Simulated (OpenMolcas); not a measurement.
Ru2+ among 6 point charges of -1.7 e arranged as a trigonal antiprism (D3d), 1.82 Å from the ion, with a polar angle of 58.6° against the regular 54.74°. The active orbitals were held to one l.

```
Program             : OpenMolcas 26.06
Method              : CASSCF
Basis               : ANO-RCC-VDZP [6s5p3d1f]
Scalar Hamiltonian  : DKH2, point nucleus
Active space        : 6 electrons in 5 orbitals (4d)
State averaging     : 2S+1 = 5 even, 5 roots; 2S+1 = 3 even, 45 roots; 2S+1 = 1 even, 50 roots
Spin-orbit coupling : state interaction with AMFI integrals over the reference wave functions
```

Task: What is the spin-free ground state (labels of D3, the rotations of D3d)?

Result: 1A1, 1-fold in its orbital part, 52 % from free-ion G terms; d6 allows 2S+1 = 5, so this is a state of lower spin.

Task: Where is the first state of the same spin?

Result: 1A2 at 12400 cm-1 above the ground state.

Task: What are the lowest two levels with spin-orbit coupling?

Result: A 1-fold level A1, then a 2-fold level E 753.2 cm-1 above it. Their leading multiplicities are 1 (70 %) and 5 (95 %).

Task: What is χT at 300 K?

Result: 0.66 cm3 K/mol.

Spin-orbit coupling mixes the spin-free states strongly: the lowest level takes only 70 % from its leading state, 1A1. Without dynamic correlation the repulsion within the d shell is too large (B by tens of per cent), so at a given field states of lower spin stand too high. This shell can be high or low spin here, a state of another spin lies low, and with metal d orbitals alone active their balance is uncertain, so the ground spin may be wrong, although the usual error favours high spin. Point charges carry no covalency, so the field is a model and not that of real ligands. No measured value stands beside these numbers.
